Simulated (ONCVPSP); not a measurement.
What the settings do to the ONCV potential of Ru (Z = 44)

Base potential:

ONCVPSP 4.0.1 input, shortened (lines: element, Z, core and valence counts, functional; n l f; lmax; l rc ep ncon nbas qcut; lloc lpopt rc5 dvloc0; l nproj debl; icmod fcfact rcfact), PBE, scalar-relativistic:

```
  Ru 44.00    6    5        4      upf
    1    0    2.00
    2    0    2.00
    2    1    6.00
    3    0    2.00
    3    1    6.00
    3    2   10.00
    4    0    2.00
    4    1    6.00
    4    2    7.00
    5    0    0.50
    5    1    0.50
    2
    0    1.85    0.00    4    7    7.30
    1    2.20    0.00    3    6    7.20
    2    2.15    0.00    4    9    8.00
    4    5    1.25    0.00
    0    2    3.60
    1    2    3.00
    2    1    2.00
    2    0.40    1.05
```

All-electron outer shells of the reference configuration (PBE, scalar-relativistic, ld1.x):

| shell | level (eV) | outermost node (bohr) | outermost maximum (bohr) |
| --- | --- | --- | --- |
| 3p | -448.05 | 0.16 | 0.36 |
| 3d | -273.94 | – | 0.30 |
| 4s | -77.22 | 0.48 | 0.92 |
| 4p | -47.28 | 0.49 | 0.98 |
| 4d | -6.03 | 0.48 | 1.21 |
| 5s | -4.82 | 1.24 | 2.69 |
| 5p | -1.36 | 1.41 | 3.87 |

Cutoffs, loose and tight: the cutoffs (Ha) at which the residual kinetic energy of the hardest occupied pseudo-wave falls to 1 and 0.1 mHa per electron. They do not see the model core or the augmentation charge, which bear on the density cutoff. Test errors are all-electron minus pseudo excitation energies from the reference, over the configurations 4s2 4p6 4d7 5s1 5p0; 4s2 4p6 4d7 5s0 5p0; 4s2 4p6 4d6 5s0 5p0; 4s2 4p6 4d7.5 5s0.5 5p0. A dash means not determined; rows that change the core or the reference have their own tests. The largest error is taken over the tests solved by every variant that gives reliable tests at all: 4s2 4p6 4d7 5s0 5p0; 4s2 4p6 4d7 5s1 5p0; 4s2 4p6 4d7.5 5s0.5 5p0.

| change | outcome | cutoff, loose | cutoff, tight | bound ghosts | GHOST(+) flags above zero | largest test error (meV) |
| --- | --- | --- | --- | --- | --- | --- |
| base | generated | 20 Ha | 24 Ha | none | s | -1.3 |
| core correction none | generated | 20 Ha | 24 Ha | none | s | -1.1 |
| s: qcut 8; p: qcut 7.9; d: qcut 8.7 | generated | 22 Ha | 26 Ha | none | s | -1.3 |
| p: rc 2.6 | generated | 20 Ha | 24 Ha | none | s | -1.5 |

Q: What comes out with this change to the base: d: qcut 10.6?

A: outcome: generated; cutoff, loose: 19 Ha; cutoff, tight: 33 Ha; bound ghosts: none; GHOST(+) flags above zero: s; largest test error (meV): -1.3.

Q: What comes out with this change to the base: reference 4s2 4p6 4d6; waves 4s: rc 1.85 bohr, ncon 4, nbas 7, qcut 7.3 1/bohr, 2 projectors, debl 3.6 Ha; 4p: rc 2.20 bohr, ncon 3, nbas 6, qcut 7.2 1/bohr, 2 projectors, debl 3 Ha?

A: outcome: generated, projector energies reset by the program; cutoff, loose: 20 Ha; cutoff, tight: 24 Ha; bound ghosts: none; GHOST(+) flags above zero: s; largest test error (meV): +6.1.

Q: What comes out with this change to the base: d: qcut 11.5?

A: outcome: generated; cutoff, loose: 38 Ha; cutoff, tight: 44 Ha; bound ghosts: none; GHOST(+) flags above zero: s; largest test error (meV): -1.9.
